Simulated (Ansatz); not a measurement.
Consider the homolysis of the F–Ga bond: `[F][GaH][O][SiH3]` → F• + `[SiH3][O][GaH]`•.

Computed with Ansatz on PBE0-D4/def2-TZVP structures; ΔE is electronic, products minus reactants. CCSD(T)/CBS is the MP2 limit (def2-TZVPP, def2-QZVPP) plus CCSD(T) − MP2 in def2-TZVPP, frozen cores. This one scheme is used for every species, atoms too. Functionals use def2-TZVPP. B3LYP here is the variant with VWN-RPA as its local correlation; programs differ in this. HSE06 is defined as in plane-wave codes. No spin–orbit coupling; open shells (•) take unrestricted orbitals. Spin–orbit coupling would lower the free atoms: a little for F. Bonds to Ga are less sure, by a few kJ/mol each and by 10 to 20 or more in all where they break to atoms, as the def2 sets lack core-valence functions. Scalar relativity is left out up to krypton. Each species was taken in one conformer, which may not be the lowest.

| level | ΔE (kJ/mol) | difference from CCSD(T)/CBS |
| --- | --- | --- |
| LDA (SPW92) | 634.0 | 66.0 |
| PBE-D4 | 552.6 | -15.4 |
| revPBE-D4 | 530.6 | -37.4 |
| BLYP-D4 | 540.1 | -27.9 |
| r2SCAN-D4 | 542.7 | -25.3 |
| B97M-V | 546.0 | -22.0 |
| PBE0-D4 | 534.7 | -33.3 |
| B3LYP-D4 | 535.7 | -32.3 |
| r2SCANh-D4 | 535.1 | -32.9 |
| r2SCAN0-D4 | 524.2 | -43.8 |
| HSE06-D4 | 534.8 | -33.2 |
| BHLYP-D4 | 513.7 | -54.3 |
| CAM-B3LYP-D4 | 551.0 | -17.0 |
| ωB97X-V | 557.4 | -10.6 |
| ωB97M-V | 549.1 | -18.9 |
| B2PLYP | 546.5 | -21.5 |
| PBE-QIDH | 546.3 | -21.7 |
| PBE | 549.9 | -18.1 |
| revPBE | 524.2 | -43.8 |
| BLYP | 534.6 | -33.4 |
| PBE0 | 532.4 | -35.6 |
| B3LYP | 531.5 | -36.5 |
| r2SCANh | 534.3 | -33.7 |
| HSE06 | 532.7 | -35.3 |
| BHLYP | 510.3 | -57.7 |
| CAM-B3LYP | 548.6 | -19.4 |
| LC-ωPBE | 556.2 | -11.8 |
| RPA@PBE/def2-TZVPP | 504.0 | -64.0 |
| HF/def2-SVP | 395.2 | -172.8 |
| MP2/def2-SVP | 561.8 | -6.2 |
| CCSD/def2-SVP | 526.9 | -41.1 |
| CCSD(T)/def2-SVP | 530.7 | -37.3 |
| HF/def2-TZVPP | 393.9 | -174.1 |
| MP2/def2-TZVPP | 582.8 | 14.8 |
| SCS-MP2/def2-TZVPP | 567.6 | -0.4 |
| HF/def2-QZVPP | 396.5 | -171.5 |
| MP2/def2-QZVPP | 594.4 | 26.4 |
| SCS-MP2/def2-QZVPP | 579.9 | 11.9 |
| HF/CBS(def2) | 396.8 | -171.2 |
| MP2/CBS(def2) | 601.4 | 33.4 |
| CCSD(T)/CBS | 568.0 | 0 |

Largest T1 diagnostic among the species: 0.016.

In def2-TZVPP, CCSD(T) changes the Hartree–Fock value by +155.5 kJ/mol (the triples alone add +9.7 kJ/mol) and MP2 by +188.9 kJ/mol; breaking electron pairs costs correlation energy, which Hartree–Fock lacks. At CCSD(T), def2-SVP lies −37.3 kJ/mol from the extrapolated value and def2-TZVPP −18.6 kJ/mol: correlation converges slowly with the basis, and small sets miss more of it in the bonded molecule than in its fragments.

CCSD(T)/CBS has its own doubt, a few kJ/mol and more with outer-core shells, so smaller differences from it don't rank the levels.
